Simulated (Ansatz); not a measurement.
BFH, SMILES [BH]F, multiplicity 2.

Geometry optimised at PBE0-D3(BJ)/def2-TZVPD. The isomer is the one that the SMILES or the coordinates give; other isomers of the formula were not compared.

Two levels are set side by side: PBE/def2-TZVPD (Ansatz, a program for electronic structure) and PBE0/def2-TZVPD (Ansatz). Energy differences of separate SCF runs at the same geometry; the states with an electron removed or added have multiplicity 1 and 1. Differences are taken from unrounded values.

```tsv
quantity	PBE0	PBE	PBE minus PBE0
vertical ionisation energy (eV)	9.33	9.18	-0.15
```

On these quantities the two levels nearly agree.
